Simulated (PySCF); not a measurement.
Computed shifts of a molecule CH5ClFNSi2, PySCF with PBE/pcSseg-1, GIAO, gas phase, atoms alike by connectivity averaged where their shifts nearly agree, in ppm (number of nuclei): ¹⁹F: -232.3 (1). ²⁹Si: 51.9 (1), 11.0 (1). ¹³C: 51.8 (1). ¹⁵N: 77.1 (1). ¹H: 6.64 (1), 6.39 (1), 3.83 (2), 2.07 (1). References: ¹⁹F against CFCl3 (σ = 133.6 ppm); ²⁹Si against TMS (σ = 335.4 ppm); ¹³C against TMS (σ = 182.0 ppm); ¹⁵N against NH3 (σ = 267.0 ppm); ³⁵Cl against HCl (σ = 936.5 ppm); ¹H against TMS (σ = 31.49 ppm), references at their B3LYP-D3(BJ)/def2-TZVP geometries, non-relativistic (without spin–orbit terms, shifts of atoms bonded to Cl or Br come out too high). Geometry optimised at B3LYP-D3(BJ)/def2-SVP. One conformer was computed; it need not be the lowest.

Q: Which molecule gave these data?
A) F[Si@@]1(Cl)CN[SiH2]1
B) F[Si@@H]1CN[Si@H]1Cl
C) F[Si@H]1C[Si@@H](Cl)N1
D) F[SiH2]/N=C/[SiH2]Cl

A: B, F[Si@@H]1CN[Si@H]1Cl
